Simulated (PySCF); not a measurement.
H6OSSi2.
Bonds: O1–Si2, Si2–S3, S3–Si4. Hydrogens: H5 on O1; H6, H7 on Si2; H8, H9, H10 on Si4.

Method used: PySCF 2.14.0, PBE0-D3(BJ)/def2-SVP geometry optimisation, gas phase.

Give the optimised bond lengths and angles.

```
                   bond  length (Å)
                 O1–Si2       1.656
                 Si2–S3       2.156
                 S3–Si4       2.150
                  O1–H5       0.961
         Si2–H6, Si2–H7       1.491
Si4–H8, Si4–H9, Si4–H10       1.492
```

Bonds in one row agree within 0.01 Å and their mean is given. A selection of angles:
```
     angle  degrees
 Si2–O1–H5    117.8
 O1–Si2–S3    107.4
 O1–Si2–H6    110.3
 S3–Si2–H6    109.9
 H6–Si2–H7    108.9
Si2–S3–Si4     99.7
 S3–Si4–H8    111.0
 S3–Si4–H9    105.8
 H8–Si4–H9    110.2
```

Torsions: O1–Si2–S3–Si4 179° (antiperiplanar); H5–O1–Si2–S3 1° (synperiplanar).

Si4 (SiH3 silicon) is distorted tetrahedral (angles from 105.8° to 111.0°). Si2 (oxygen-bound silicon) is tetrahedral (angles from 107.4° to 110.4°). The 4 heavy atoms lie in one plane (0.004 Å rms).

Point group: Cs (every atom within 0.08 Å of its image). PBE0-D3(BJ)/def2-SVP frequencies: not computed here. One conformer, not necessarily the lowest (H–O1–Si2–S3 1°, O1–Si2–S3–Si4 179°).
